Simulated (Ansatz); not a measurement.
Reaction (substitution at a C–Si bond): `C=C[SiH2]N[SiH2]O` + `C[SiH2]O` → `C=CO[SiH2]C` + `O[SiH2]N[SiH3]`

Program: Ansatz. Geometries: PBE0-D4/def2-TZVP. ΔE: electronic, gas phase. CCSD(T)/CBS is the MP2 limit (def2-TZVPP, def2-QZVPP) plus CCSD(T) − MP2 in def2-TZVPP, frozen cores. This one scheme is used for every species. DFT in def2-TZVPP. B3LYP here is the variant with VWN-RPA as its local correlation; programs differ in this. Each species was taken in one conformer, which may not be the lowest.

```tsv
level	ΔE (kJ/mol)	difference from CCSD(T)/CBS
r2SCAN-D4	57.6	-9.2
B3LYP-D4	56.0	-10.8
ωB97M-V	61.3	-5.5
PBE	52.6	-14.2
HF/def2-TZVPP	53.9	-12.9
MP2/def2-TZVPP	68.2	1.4
SCS-MP2/def2-TZVPP	63.9	-2.9
HF/def2-QZVPP	53.6	-13.2
HF/CBS(def2)	53.5	-13.3
CCSD/CBS(def2)	66.5	-0.3
CCSD(T)/CBS	66.8	0
```

Largest T1 diagnostic among the species: 0.012.

The D4 term adds +3.5 kJ/mol with B3LYP and +2.1 kJ/mol with PBE0; it sums over pairs of atoms, weighted by their polarisabilities, and B3LYP, whose exchange is more repulsive, gets the larger term. In def2-TZVPP, CCSD(T) changes the Hartree–Fock value by +9.3 kJ/mol (the triples alone add +0.3 kJ/mol) and MP2 by +14.3 kJ/mol.
